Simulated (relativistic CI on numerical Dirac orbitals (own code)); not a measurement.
Calculated levels, Re XXIV

These numbers are calculated, not measured: Dirac-Coulomb-Breit CI, orbitals from a KLI potential per configuration, a model potential for QED, unscaled Slater integrals (own radial code, finite nucleus).

CI space (outside the closed core [Ar] 3d10 4p6): 4s2 4d10 4f6, 4s2 4d10 4f5 5s, 4s2 4d10 4f4 5s2, 4s2 4d9 4f7, 4s2 4d10 4f5 5p, 4s2 4d10 4f4 5s 5p, 4s2 4d10 4f4 5p2, 4s2 4d10 4f5 6p, 4d10 4f8. Levels of other configurations are missing.

The lowest level is 4s2 4d10 4f6 7F_0, with 57 % of that term; Hund's rules for 4s2 4d10 4f6 give 7F with J = 0, in agreement.

| No. | Configuration | Term | J | E (cm⁻¹) | % | Lifetime (s) | jj configuration (%) |
| --- | --- | --- | --- | --- | --- | --- | --- |
| 1 | 4s2 4d10 4f6 | 7F | 0 | 0.0 | 57 |  | 4f5/2^6 (52) |
| 2 | 4s2 4d10 4f6 | 7F | 1 | 6602.8 | 72 | 4.33e-02 | 4f5/2^5 4f7/2 (62) |
| 3 | 4s2 4d10 4f6 | 7F | 2 | 13583.9 | 83 | 2.93e-02 | 4f5/2^4 4f7/2^2 (58) |
| 4 | 4s2 4d10 4f6 | 7F | 3 | 19998.4 | 88 | 3.72e-02 | 4f5/2^4 4f7/2^2 (40) |
| 5 | 4s2 4d10 4f6 | 7F | 4 | 25700.0 | 89 | 6.00e-02 | 4f5/2^3 4f7/2^3 (42) |
| 6 | 4s2 4d10 4f6 | 7F | 5 | 30548.1 | 85 | 1.30e-01 | 4f5/2^3 4f7/2^3 (39) |
| 7 | 4s2 4d10 4f6 | 7F | 6 | 34048.9 | 76 | 6.39e-01 | 4f5/2^3 4f7/2^3 (34) |
| 8 | 4s2 4d10 4f6 | 7F | 0 | 39756.6 | 38 | 8.25e-04 | 4f5/2^6 (38) |
| 9 | 4s2 4d10 4f6 | 5D | 1 | 53788.7 | 55 | 9.07e-04 | 4f5/2^5 4f7/2 (32) |
| 10 | 4s2 4d10 4f6 | 5L | 6 | 62075.8 | 46 | 8.50e-03 | 4f5/2^5 4f7/2 (61) |
| 11 | 4s2 4d10 4f6 | 5D | 2 | 67553.0 | 74 | 1.08e-03 | 4f5/2^4 4f7/2^2 (46) |
| 12 | 4s2 4d10 4f6 | 5L | 7 | 73404.3 | 70 | 1.43e-02 | 4f5/2^4 4f7/2^2 (73) |
| 13 | 4s2 4d10 4f6 | 5G | 2 | 73444.2 | 56 | 1.76e-03 | 4f5/2^4 4f7/2^2 (43) |
| 14 | 4s2 4d10 4f6 | 5H | 5 | 75868.4 | 30 | 1.65e-03 | 4f5/2^4 4f7/2^2 (54) |
| 15 | 4s2 4d10 4f6 | 5G | 3 | 75883.3 | 40 | 1.76e-03 | 4f5/2^4 4f7/2^2 (35) |
| 16 | 4s2 4d10 4f6 | 5L | 6 | 76495.5 | 26 | 1.90e-03 | 4f5/2^4 4f7/2^2 (47) |
| 17 | 4s2 4d10 4f6 | 5G | 4 | 77738.6 | 37 | 1.65e-03 | 4f5/2^4 4f7/2^2 (39) |
| 18 | 4s2 4d10 4f6 | 5L | 8 | 80285.6 | 78 | 5.25e-02 | 4f5/2^3 4f7/2^3 (50) |
| 19 | 4s2 4d10 4f6 | 5D | 3 | 80405.0 | 70 | 1.73e-03 | 4f5/2^3 4f7/2^3 (52) |
| 20 | 4s2 4d10 4f6 | 5L | 10 | 83500.2 | 66 |  | 4f5/2^4 4f7/2^2 (53) |
| 21 | 4s2 4d10 4f6 | 5L | 9 | 84448.2 | 81 | 2.48e-01 | 4f5/2^3 4f7/2^3 (53) |
| 22 | 4s2 4d10 4f6 | 5F | 4 | 89712.4 | 30 | 7.74e-03 | 4f5/2^3 4f7/2^3 (41) |
| 23 | 4s2 4d10 4f6 | 5D | 0 | 90047.0 | 47 | 5.83e-04 | 4f5/2^3 4f7/2^3 (39) |
| 24 | 4s2 4d10 4f6 | 5H | 7 | 90365.3 | 48 | 5.63e-03 | 4f5/2^3 4f7/2^3 (66) |
| 25 | 4s2 4d10 4f6 | 5G | 3 | 92260.2 | 53 | 1.84e-03 | 4f5/2^3 4f7/2^3 (47) |
| 26 | 4s2 4d10 4f6 | 5F | 2 | 93430.2 | 25 | 1.34e-03 | 4f5/2^5 4f7/2 (32) |
| 27 | 4s2 4d10 4f6 | 5G | 5 | 94694.5 | 32 | 2.98e-03 | 4f5/2^3 4f7/2^3 (50) |
| 28 | 4s2 4d10 4f6 | 5I | 4 | 95501.2 | 37 | 1.85e-03 | 4f5/2^4 4f7/2^2 (41) |
| 29 | 4s2 4d10 4f6 | 5I | 6 | 95575.6 | 26 | 2.24e-03 | 4f5/2^4 4f7/2^2 (42) |
| 30 | 4s2 4d10 4f6 | 5H | 3 | 95691.4 | 32 | 9.45e-04 | 4f5/2^3 4f7/2^3 (39) |
| 31 | 4s2 4d10 4f6 | 5H | 4 | 97336.1 | 46 | 4.46e-03 | 4f5/2^4 4f7/2^2 (51) |
| 32 | 4s2 4d10 4f6 | 5I | 5 | 97424.0 | 27 | 1.53e-03 | 4f5/2^4 4f7/2^2 (42) |
| 33 | 4s2 4d10 4f6 | 5K | 5 | 99949.8 | 27 | 2.33e-03 | 4f5/2^4 4f7/2^2 (57) |
| 34 | 4s2 4d10 4f6 | 5F | 1 | 100163.0 | 74 | 7.30e-04 | 4f5/2^3 4f7/2^3 (48) |
| 35 | 4s2 4d10 4f6 | 5D | 4 | 101506.9 | 34 | 1.06e-03 | 4f5/2^3 4f7/2^3 (43) |
| 36 | 4s2 4d10 4f6 | 5I | 8 | 102959.6 | 62 | 1.08e-02 | 4f5/2^3 4f7/2^3 (47) |
| 37 | 4s2 4d10 4f6 | 5H | 6 | 104279.3 | 34 | 2.52e-03 | 4f5/2^3 4f7/2^3 (47) |
| 38 | 4s2 4d10 4f6 | 3O | 10 | 105272.6 | 53 | 5.43e-03 | 4f5/2^3 4f7/2^3 (53) |
| 39 | 4s2 4d10 4f6 | 5H | 5 | 107473.3 | 33 | 4.40e-03 | 4f5/2^3 4f7/2^3 (62) |
| 40 | 4s2 4d10 4f6 | 5K | 7 | 107565.0 | 31 | 1.50e-02 | 4f5/2^3 4f7/2^3 (44) |
| 41 | 4s2 4d10 4f6 | 5G | 2 | 107901.6 | 42 | 1.10e-03 | 4f5/2^4 4f7/2^2 (52) |
| 42 | 4s2 4d10 4f6 | 5K | 8 | 108562.4 | 33 | 7.07e-03 | 4f5/2^4 4f7/2^2 (56) |
| 43 | 4s2 4d10 4f6 | 5K | 6 | 108923.3 | 49 | 9.21e-03 | 4f5/2^4 4f7/2^2 (48) |
| 44 | 4s2 4d10 4f6 | 5G | 6 | 110507.4 | 20 | 1.13e-03 | 4f5/2^3 4f7/2^3 (49) |
| 45 | 4s2 4d10 4f6 | 5G | 3 | 111955.8 | 35 | 1.81e-03 | 4f5/2^4 4f7/2^2 (53) |

Energies count from the lowest computed level; lifetimes are radiative, by E1, M1, E2, M2 decay to levels of this space only; some are left blank where a channel outside the calculation adds to the decay or the decay crosses a small, uncertain gap. Filled j subshells are mostly left out of the jj labels.

The mean weight of the leading LS term, summed over parents, in these 45 levels is 50 %, and that of the leading jj configuration (from the same eigenvectors) 48 %.

At this charge energies of transitions that change n are usually good to better than 1 %, and those within a shell (Δn = 0) to a few per cent. Terms inside the open d or f shell come out 10 to 20 % too wide with unscaled integrals.

LS names give the leading component of a level, which can be under half, so a name can repeat, a term be missing and a line seem to break the LS rules.
